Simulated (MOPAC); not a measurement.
MOPAC input (PM3):

```
PM3 PRECISE GNORM=0.05 LET XYZ CHARGE=-1 GEO-OK AUX(PRECISION=9) THREADS=1
H3O3SSi

O     0.21224000 1   -1.02872200 1    1.53997000 1
Si    0.07560100 1   -0.44014200 1    0.11729900 1
O     1.46327500 1   -0.56521700 1   -0.85048300 1
O    -1.07005700 1   -1.00950800 1   -0.97646800 1
S    -0.43385100 1    1.71278900 1    0.22246600 1
H     2.22267000 1   -0.64328500 1   -0.26555800 1
H    -0.67226300 1   -1.68364700 1   -1.53515400 1
H    -0.51086200 1    1.91187000 1   -1.10508500 1
```

From the output:

```
                                                       MOPAC v23.2.5 Linux

          FINAL HEAT OF FORMATION =       -254.56352 KCAL/MOL =   -1065.09377 KJ/MOL

          COSMO AREA              =        124.31 SQUARE ANGSTROMS
          COSMO VOLUME            =        114.59 CUBIC ANGSTROMS

          GRADIENT NORM           =          0.04977          =       0.01760 PER ATOM
          IONIZATION POTENTIAL    =          4.127986 EV
          HOMO LUMO ENERGIES (EV) =         -4.128  4.374
          NO. OF FILLED LEVELS    =         16
          MOLECULAR WEIGHT        =        111.1674         POINT GROUP:  C1

          MOLECULAR DIMENSIONS (Angstroms)

            Atom       Atom       Distance
            H     8    O     1     4.02688
            H     6    H     7     3.75368
            S     5    H     6     2.52526

          SCF CALCULATIONS        =        180

   ATOM   CHEMICAL          X               Y               Z
  NUMBER   SYMBOL      (ANGSTROMS)     (ANGSTROMS)     (ANGSTROMS)

     1       O          0.27430571  *  -1.12530713  *   1.58645898  *
     2      Si          0.08171728  *  -0.50576058  *   0.14694110  *
     3       O          1.50513927  *  -0.47258407  *  -0.81276596  *
     4       O         -1.04555486  *  -1.29758208  *  -0.85887477  *
     5       S         -0.59470836  *   1.80199513  *   0.00963274  *
     6       H          2.26656364  *  -0.78639654  *  -0.34941467  *
     7       H         -1.30486910  *  -0.81572290  *  -1.62890626  *
     8       H          0.44108528  *   2.19382341  *  -0.68759919  *

                             CARTESIAN COORDINATES

   1    O        0.274305711    -1.125307127     1.586458983
   2   Si        0.081717284    -0.505760579     0.146941103
   3    O        1.505139266    -0.472584071    -0.812765959
   4    O       -1.045554864    -1.297582082    -0.858874773
   5    S       -0.594708358     1.801995134     0.009632737
   6    H        2.266563644    -0.786396539    -0.349414671
   7    H       -1.304869098    -0.815722903    -1.628906255
   8    H        0.441085284     2.193823407    -0.687599194

           Empirical Formula: H3 O3 Si S  =     8 atoms

      MOLECULAR POINT GROUP   :   C1

                  EIGENVALUES
 -30.97974 -30.62564 -26.44100 -21.40868 -12.23171 -11.83163  -9.71001  -9.42218
  -8.29545  -8.11419  -6.93523  -6.23640  -5.73252  -4.81812  -4.42037  -4.12799
   4.37372   5.98943   6.49060   6.71552   8.08343   9.90189  10.25577

              NET ATOMIC CHARGES AND DIPOLE CONTRIBUTIONS

  ATOM NO.   TYPE          CHARGE      No. of ELECS.   s-Pop       p-Pop
    1          O          -0.668357        6.6684     1.87190     4.79645
    2         Si           0.836764        3.1632     0.96224     2.20099
    3          O          -0.530843        6.5308     1.77967     4.75117
    4          O          -0.476129        6.4761     1.77266     4.70347
    5          S          -0.504157        6.5042     1.91913     4.58503
    6          H           0.177133        0.8229     0.82287
    7          H           0.171537        0.8285     0.82846
    8          H          -0.005948        1.0059     1.00595
 DIPOLE           X         Y         Z       TOTAL
 POINT-CHG.     0.126    -0.109    -2.092     2.099
 HYBRID         1.427     0.212    -1.266     1.920
 SUM            1.553     0.103    -3.359     3.702

          ATOMIC ORBITAL ELECTRON POPULATIONS

     Atom    s        px        py        pz
    1  O   1.87190   1.78987   1.61828   1.38830
    2 Si   0.96224   0.71468   0.74617   0.74014
    3  O   1.77967   1.29034   1.85586   1.60497
    4  O   1.77266   1.72141   1.58839   1.39367
    5  S   1.91913   1.34721   1.52410   1.71372
    6  H   0.82287
    7  H   0.82846
    8  H   1.00595

 **********************
 *                    *
 * JOB ENDED NORMALLY *
 *                    *
 **********************

 == MOPAC DONE ==
```

The dipole moment of an ion depends on the origin.

The geometry given is a B3LYP-D3(BJ)/def2-TZVP minimum.
